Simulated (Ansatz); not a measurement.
```xyz
15

C     1.5684    0.8361   -2.2539
C     1.0912   -0.0786   -1.4140
Si    1.2433    0.0382    0.4399
Si   -0.8628    0.3648    1.4166
C    -2.0722   -0.9714    0.8867
H     2.1102    1.7091   -1.9007
H     1.4436    0.7541   -3.3302
H     0.5588   -0.9303   -1.8363
H     1.8325   -1.2233    0.9771
H     2.1581    1.1663    0.7728
H    -0.7278    0.3707    2.9021
H    -1.3775    1.7039    1.0098
H    -3.0523   -0.8100    1.3409
H    -1.7164   -1.9592    1.1876
H    -2.1970   -0.9705   -0.1985
```

The species carries charge 0 and has multiplicity 1.

(1) List the PBE0/def2-TZVPP orbital energies in eV (Ansatz 0.2.0). (Best estimate.)

Answers

(1) Ansatz gave: Occupied: -1802.22, -1802.19, -278.43, -278.21, -277.89, -144.59, -144.55, -99.24, -99.24, -99.23, -99.21, -99.20, -99.19, -21.53, -19.70, -16.53, -14.94, -13.70, -12.70, -11.64, -11.52, -11.36, -9.76, -9.44, -9.10, -8.93, -8.50, -7.40. Lowest empty: -0.57, 0.32, 0.60, 1.28, 1.55, 1.62, 1.97, 2.17.
